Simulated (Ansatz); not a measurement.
Consider the redistribution: `Cl[Si](Cl)(Cl)I` + `[OH][Ti]([OH])([F])[I]` → `Cl[Si](Cl)(I)I` + `[OH][Ti]([OH])([F])[Cl]`.

Isolated molecules relaxed with PBE0-D4/def2-TZVP in Ansatz; ΔE leaves out vibrations. CCSD(T)/CBS is the MP2 limit (def2-TZVPP, def2-QZVPP) plus CCSD(T) − MP2 in def2-TZVPP, frozen cores. DFT in def2-TZVPP. def2 core potentials past Kr. For I, Ti outer-core shells are correlated without core-valence functions, which leaves a few kJ/mol of doubt a bond. Scalar relativity is left out up to krypton. Each species was taken in one conformer, which may not be the lowest.

| level | ΔE (kcal/mol) |
| --- | --- |
| PBE-D4 | 0.9 |
| CAM-B3LYP | 1.9 |

**Question.** What does CCSD(T)/CBS give? (Estimate.)

**Answer.** Computed: +1.3 kcal/mol. The listed levels differ from it by -0.4, 0.6 kcal/mol.

Largest T1 diagnostic among the species: 0.024, so the coupled-cluster value is less sure than usual.

Leaving LDA and LC-ωPBE aside and taking each functional with its dispersion term where it has one, the values, not all of them listed here, spread over 1.8 kcal/mol, from revPBE-D4 to B2PLYP. At CCSD(T), def2-SVP lies +2.6 kcal/mol from the extrapolated value and def2-TZVPP +1.3 kcal/mol.
